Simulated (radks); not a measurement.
Results of a calculation; reference values are marked as such.
Task: Species: Ir I. Configuration: [Xe] 4f14 5d7 6s2. Code: a radial shooting solver on a logarithmic mesh with Libxc functionals. Model: scalar-relativistic Kohn-Sham, Slater X-alpha with alpha = 0.68, spin-unpolarised, spherical densities, finite nucleus; Fermi nuclear charge, rms radius 5.4032 fm. Some entries of the table are withheld. Estimate them.

orbital  occ.  eigenvalue (eV)  <r> (bohr)  <r^2> (bohr^2)
1s          2        -76051.19     0.01745       0.0004201
2s          2        -13307.03     0.07366        0.006424
2p          6        -11569.38     0.06625             (1)
3s          2              (2)      0.1906         0.04154
3p          6        -2603.093         (3)         0.04247
3d         10        -2041.367      0.1733         0.03517
4s          2        -662.2169      0.4236          0.2025
4p          6        -495.3128         (4)          0.2310
4d         10        -289.9640      0.4785          0.2649
5s          2         -97.1478      0.9767           1.071
4f         14         -61.5218      0.5349          0.3507
5p          6         -53.8304       1.133           1.454
5d          7          -6.2801       1.729           3.618
6s          2          -5.6303       2.924           9.833

Result: 
(1) 2p <r^2> (bohr^2): 0.005365
(2) 3s eigenvalue (eV): -3111.492
(3) 3p <r> (bohr): 0.1914
(4) 4p <r> (bohr): 0.4507
